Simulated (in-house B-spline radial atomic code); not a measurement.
## RPA and G0W0 on wB97X: neutral cadmium

Configuration [Kr] 4d10 5s2, mean-field start wB97X. Computed with an all-electron radial atomic-structure program (B-spline basis): all electrons, non-relativistic, point nucleus, each spin shell either full or empty, empty states to l = 9 with an (l + 1/2)⁻⁴ tail; G0W0 by contour deformation at full frequency.

Without relativity these are model numbers: it shifts the levels of so heavy an element strongly and can reorder them.

Command:
```bash
python run_gw.py task.json out
```
Settings (radii: box in bohr, nucleus in fm):
```
Z                        48
electrons                48
configuration            [Kr] 4d10 5s2
hamiltonian              nr
method                   wb97x
lmax                     9
spin_polarised           False
box_radius               40
intervals                57
ion_configuration        [Kr] 4d10 5s1
```

Run time, properties included: 13 s on 1 thread of Arm Neoverse N1 (shared host).

Energies (hartree):

| term | value |
| --- | --- |
| mean-field total | -5467.64786 |
| Hartree-Fock functional on these orbitals | -5465.10854 |
| direct second order | -4.0549 |
| second-order exchange | 1.1162 |
| SOSEX correction | 1.0343 |

(1) What is the RPA correlation energy, and what remains with SOSEX?

Quasi-particle levels (eV):

| level | occupied | mean field | Σx - vxc | Σc | QP weight | G0W0 |
| --- | --- | --- | --- | --- | --- | --- |
| 5s | yes | -8.041 | 0.88 | ? | ? | ? |

G0W0 = mean field + (Σx - vxc) + Σc, with Σc (partial-wave tail included) taken at the quasi-particle energy. Only the outer levels were computed. Levels of low weight are left out.

(2) Where does G0W0 put 5s?

(3) What does it cost to remove one electron (to [Kr] 4d10 5s1) by differences of total energies, each species on its own start (correlation terms add to the Hartree-Fock functional)?

## Answers

(1) RPA gives -3.5449 hartree (-2.01 eV per electron); RPA + SOSEX gives -2.5106, and the second-order doubles -2.9386 hartree (no singles). SOSEX takes back 29 % of the RPA value.

(2) At -8.620 eV, with Σc = -1.46 eV and a quasi-particle weight of 0.944. The tabulated removal energy is 8.994 eV (NIST, measured); the calculation leaves out relativity, Breit and QED terms, and what these don't explain is the method's own error.

(3) wB97X 8.469 eV, Hartree-Fock functional 6.887 eV, + RPA 8.384 eV, + RPA + SOSEX 8.048 eV, + second order 8.844 eV. Tabulated: 8.994 eV (NIST, measured); the calculation leaves out relativity, Breit and QED terms, and what these don't explain is the method's own error.
